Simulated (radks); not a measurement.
The numbers below are computed, except where a source is named.
Task: I16+, configuration [Kr] 4d1 (the NIST ground configuration). Level of theory: Dirac Kohn-Sham, PBE, spin-unpolarised, spherical densities, point nucleus; open shells are shared between the two j in proportion to 2j + 1 (a radial shooting solver on a logarithmic mesh with Libxc functionals). Some entries of the table are withheld. Estimate them.

orbital  occ.  eigenvalue (hartree)  <1/r> (bohr^-1)
1s1/2       2             -1225.788            56.84
2s1/2       2             -201.6090            13.27
2p1/2       2                   (1)            13.25
2p3/2       4                   (2)            12.22
3s1/2       2             -51.70639            4.760
3p1/2       2             -46.95405            4.673
3p3/2       4             -44.85679            4.419
3d3/2       4             -36.54129            4.279
3d5/2       6             -36.09625            4.214
4s1/2       2             -19.18102            2.061
4p1/2       2                   (3)            1.982
4p3/2       4                   (4)            1.907
4d3/2     0.4             -13.95858            1.758
4d5/2     0.6             -13.86102            1.741
5s1/2       0              -9.75080            1.097
5p1/2       0              -9.01728            1.054
5p3/2       0              -8.83524            1.026

Result: 
(1) 2p1/2 eigenvalue (hartree): -190.0734
(2) 2p3/2 eigenvalue (hartree): -179.0887
(3) 4p1/2 eigenvalue (hartree): -17.40946
(4) 4p3/2 eigenvalue (hartree): -16.90298
